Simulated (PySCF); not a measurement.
Polarisability and C₆ of Sb⁺ (antimony, charge +1)

[Kr] 4d10 5s2 5p2, high-spin 3P determinant. Computed with PySCF 2.14 in aug-cc-pwCVTZ-DK3, with scalar relativity by spin-free X2C-1e. Coupled (time-dependent) response in atomic units; α is the mean over directions.

```json
{"method": "UHF", "mean α (bohr³)": "25.77", "α xx, yy, zz": "24.32, 26.49, 26.49", "C₆ (like pair)": "216.2", "S(−4)": "170.5"}
{"method": "PBE", "mean α (bohr³)": "25.44", "α xx, yy, zz": "23.24, 26.55, 26.55", "C₆ (like pair)": "210.6", "S(−4)": "174.7"}
{"method": "PBE0", "mean α (bohr³)": "25.18", "α xx, yy, zz": "23.30, 26.12, 26.12", "C₆ (like pair)": "208.7", "S(−4)": "166.3"}
```

S(−4) is the Cauchy moment in α(ω) = α(0) + S(−4) ω² + …

Spin-orbit coupling is absent.

α(iu) at PBE:

```csv
u (hartree),α(iu) (bohr³)
0,25.44
0.0500,25.02
0.100,23.83
0.200,20.17
0.300,16.30
0.500,10.58
0.750,6.764
1.00,4.792
1.50,2.923
2.00,2.049
3.00,1.211
5.00,0.5768
```

A single London oscillator, α(iu) = α/(1 + u²/ω²), gives C₆ = (3/4) ω α². Matching the computed C₆ needs ω = 4 × 210.6 / (3 × 25.44²) = 0.434 hartree.

For an ion, C₆ is the dispersion term alone; charge-induced terms of lower order in 1/R come first.

The components differ because the open shell of this determinant is not spherical; for a pure term their mean is the scalar polarisability.
